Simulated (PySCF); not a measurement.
Structure from 2D NMR

Compound of formula C₄H₆Cl₄OSi. Correlations simulated from computed shifts and the bond graph:

HSQC (one-bond C–H):
| δH | δC |
| --- | --- |
| 4.36 | 78.0 |
| 3.22 | 30.2 |

COSY cross peaks (H two or three bonds apart, from the bond graph; peaks can be absent where the dihedral angle is near 90°):
| δH | δH |
| --- | --- |
| 4.32 | 3.22 |

HMBC (two and three bonds, from the bond graph):
| δH | δC |
| --- | --- |
| 4.36 | 233.2, 118.1 |
| 4.32 | 233.2, 78.0, 30.2 |
| 3.22 | 233.2 |

Carbons without hydrogens: δ 233.2, 118.1.

- GFN2-xTB geometry
- NMR shieldings at PBE0/pcSseg-1/GIAO
- code: PySCF 2.14
- single conformer, gas phase, non-relativistic Hamiltonian, averaged over atoms made equivalent by symmetry, fast rotation or ring inversion

Scale: TMS for 1H, 13C (reference shieldings calculated alike).

Exchangeable hydrogens are left out of these lists.

Q: Which molecule is this?

A: SMILES O=C(CC(Cl)(Cl)Cl)[SiH2]CCl.

Atoms are numbered as in `[O:1]=[C:2]([CH2:3][C:4]([Cl:5])([Cl:6])[Cl:7])[SiH2:8][CH2:9][Cl:10]`. Hydrogens are named by the atom that carries them.

1. δC 233.2 is C2, a carbonyl carbon.
2. δC 118.1 is C4, a fully substituted sp3 carbon bonded to 3 Cl.
3. δC 78.0 is C3, an sp3 CH2 α to a carbonyl (δH 4.36).
4. δC 30.2 is C9, an sp3 CH2 bonded to Cl and Si (δH 3.22).
5. HMBC from δH 4.36 reaches the proton-free carbons C2, C4.
6. HMBC from δH 4.32 reaches the proton-free carbon C2.
7. HMBC from δH 3.22 reaches the proton-free carbon C2.
8. COSY links 4.32–3.22.

The data come from this structure; uniqueness wasn't tested.

Carbons that carry Cl, above all several Cl atoms, come out too deshielded, partly because spin–orbit coupling is missing. Shifts are as computed. Against solution values, carbons near 30 ppm lie about +3 ppm off and those near 130 ppm about +5 ppm; carbons on Cl a further +6 ppm. Of 1211 compounds with measured shifts, 218 miss one by over three times the rms of a fit or turn the order of signals round; such compounds aren't used in these exercises.
